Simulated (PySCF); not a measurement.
A structure optimised at PBE0-D3(BJ)/def2-TZVP, used in a PySCF frequency run:

```
Be
O 1 1.4296
H 2 0.9528 1 125.65
N 1 1.5099 3 161.18 2 -180.00
H 4 1.0057 1 124.98 3 -91.25
H 4 1.0057 5 110.01 1 177.83
```

**Question.** Write its SMILES, formula and point group.

**Answer.** [NH2][Be][OH], BeH3NO, Cs

**Question.** What are its rotational constants (standard atomic weights)?

**Answer.** 265.42, 6.4813, 6.4128 GHz
